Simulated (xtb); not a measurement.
pinacolborane (C₆H₁₃BO₂), singlet, at a GFN2-xTB geometry; GFN-FF in xtb.

The xtb input:
```
$ xtb mol.xyz --gfnff --json

# file mol.xyz
22

C     -1.77504489    -0.15419211     0.95810353
C     -0.76840575    -0.13730342    -0.19880335
C     -1.15823124    -1.21383039    -1.21017274
O     -0.86942477     1.14841393    -0.81692468
B      0.21679455     1.88224231    -0.47765229
O      1.13781395     1.18178064     0.22559658
C      0.73092190    -0.18813684     0.28138958
C      0.93589637    -0.71651378     1.70003172
C      1.64641146    -0.96262237    -0.67469209
H     -2.76727097     0.03377745     0.55440757
H     -1.54858855     0.63559343     1.66969349
H     -1.77551462    -1.11521817     1.46352174
H     -2.20548957    -1.08539787    -1.47234630
H     -0.57277491    -1.13035295    -2.12003870
H     -1.02218357    -2.20221407    -0.77984665
H      0.34570089     3.00142624    -0.76166501
H      0.43205319    -0.09141387     2.43008365
H      1.99904572    -0.70697816     1.92719343
H      0.56858196    -1.73602217     1.77924377
H      1.55575249    -0.57339505    -1.68547743
H      2.67628670    -0.82371634    -0.35394660
H      1.41402789    -2.02326310    -0.66707659
```

Task: Write the output that xtb gives for this input, abridged.

Result: 
```
   ID    Z sym.   atoms
    1    6 C      1-3, 7-9
    2    8 O      4, 6
    3    5 B      5
    4    1 H      10-22

           -------------------------------------------------
          |                Calculation Setup                |
           -------------------------------------------------

          ==================== Thresholds ====================
          CN  :   150.00000
          rep :   500.00000
          disp:  2500.00000
          HB1 :   250.00000
          HB2 :   450.00000

          Pauling EN used:
          Z : 1  EN :  2.20
          Z : 5  EN :  2.04
          Z : 6  EN :  2.55
          Z : 8  EN :  3.44
          electric field strengths (au): 0.000

           -------------------------------------------------
          |           Force Field Initialization            |
           -------------------------------------------------

          distances ...
          ----------------------------------------
          generating topology and atomic info file ...
          pair mat ...
          computing topology distances matrix with Floyd-Warshall algo ...
          making topology EEQ charges ...
          #fragments for EEQ constrain: 1
          ----------------------------------------
          generating topology and atomic info file ...
          pair mat ...
          computing topology distances matrix with Floyd-Warshall algo ...
          making topology EEQ charges ...
          #fragments for EEQ constrain: 1
          rings ...
          # BATM   250
          # H in HB   1
          doing iterative Hueckel for 1 subsystem(s) ...

  atom   neighbors  erfCN metchar sp-hybrid imet pi  qest     coordinates
    1  C       4    3.49   0.00         3    0    0  -0.059   -3.354349   -0.291381    1.810553
    2  C       4    3.54   0.00         3    0    0   0.093   -1.452076   -0.259466   -0.375684
    3  C       4    3.49   0.00         3    0    0  -0.059   -2.188740   -2.293807   -2.286895
    4  O       2    1.92   0.00         3    0    1  -0.373   -1.642975    2.170188   -1.543764
    5  B       3    2.94   0.09         2    0    1   0.255    0.409682    3.556922   -0.902632
    6  O       2    1.92   0.00         3    0    1  -0.373    2.150157    2.233242    0.426316
    7  C       4    3.54   0.00         3    0    0   0.093    1.381242   -0.355527    0.531749
    8  C       4    3.49   0.00         3    0    0  -0.059    1.768588   -1.354015    3.212594
    9  C       4    3.49   0.00         3    0    0  -0.059    3.111267   -1.819093   -1.274983
   10  H       1    0.97   0.00         0    0    0   0.044   -5.229384    0.063830    1.047678
   11  H       1    0.97   0.00         0    0    0   0.044   -2.926408    1.201098    3.155263
   12  H       1    0.97   0.00         0    0    0   0.044   -3.355236   -2.107457    2.765655
   13  H       1    0.97   0.00         0    0    0   0.044   -4.167771   -2.051105   -2.782331
   14  H       1    0.97   0.00         0    0    0   0.044   -1.082388   -2.136057   -4.006293
   15  H       1    0.97   0.00         0    0    0   0.044   -1.931647   -4.161581   -1.473697
   16  H       1    0.96   0.01         0    0    0   0.015    0.653280    5.671874   -1.439338
   17  H       1    0.97   0.00         0    0    0   0.044    0.816462   -0.172747    4.592193
   18  H       1    0.97   0.00         0    0    0   0.044    3.777649   -1.335995    3.641868
   19  H       1    0.97   0.00         0    0    0   0.044    1.074464   -3.280606    3.362283
   20  H       1    0.97   0.00         0    0    0   0.044    2.939946   -1.083560   -3.185091
   21  H       1    0.97   0.00         0    0    0   0.044    5.057449   -1.556598   -0.668862
   22  H       1    0.97   0.00         0    0    0   0.044    2.672125   -3.823413   -1.260592

          #atoms :   22
          #bonds :   22
          #angl  :   41
          #tors  :   56
          #nmol  :   1
          #optfrag :   1
           -------------------------------------------------
          |                   G F N - F F                   |
          |          A general generic force-field          |
          |                  Version 1.0.3                  |
           -------------------------------------------------
          Number of HB bonds (bound hydrogen)     6
          Number of HB bonds (unbound hydrogen)   0
          Number of XB bonds                      0

         :::::::::::::::::::::::::::::::::::::::::::::::::::::
         ::                     SUMMARY                     ::
         :::::::::::::::::::::::::::::::::::::::::::::::::::::
         :: total energy              -3.248747794087 Eh    ::
         :: gradient norm              0.045362521526 Eh/a0 ::
         ::.................................................::
         :: bond energy               -3.342094317461 Eh    ::
         :: angle energy               0.005393209038 Eh    ::
         :: torsion energy             0.005467333349 Eh    ::
         :: repulsion energy           0.200731493102 Eh    ::
         :: electrostat energy        -0.101805310553 Eh    ::
         :: dispersion energy         -0.014719647607 Eh    ::
         :: HB energy                  0.000000000000 Eh    ::
         :: XB energy                  0.000000000000 Eh    ::
         :: bonded atm energy         -0.001720553956 Eh    ::
         :: external energy            0.000000000000 Eh    ::
         :: add. restraining           0.000000000000 Eh    ::
         :: total charge               0.000000000000 e     ::
         :::::::::::::::::::::::::::::::::::::::::::::::::::::

           -------------------------------------------------
          |                Property Printout                |
           -------------------------------------------------

molecular dipole:
                 x           y           z       tot (Debye)
 q only:       -0.113      -0.984       0.250       2.596

           -------------------------------------------------
          | TOTAL ENERGY               -3.248747794087 Eh   |
          | GRADIENT NORM               0.045362521526 Eh/α |
           -------------------------------------------------
########################################################################
[WARNING] Runtime exception occurred
-1- gfnff_setup: Could not read topology file.
########################################################################

normal termination of xtb
```
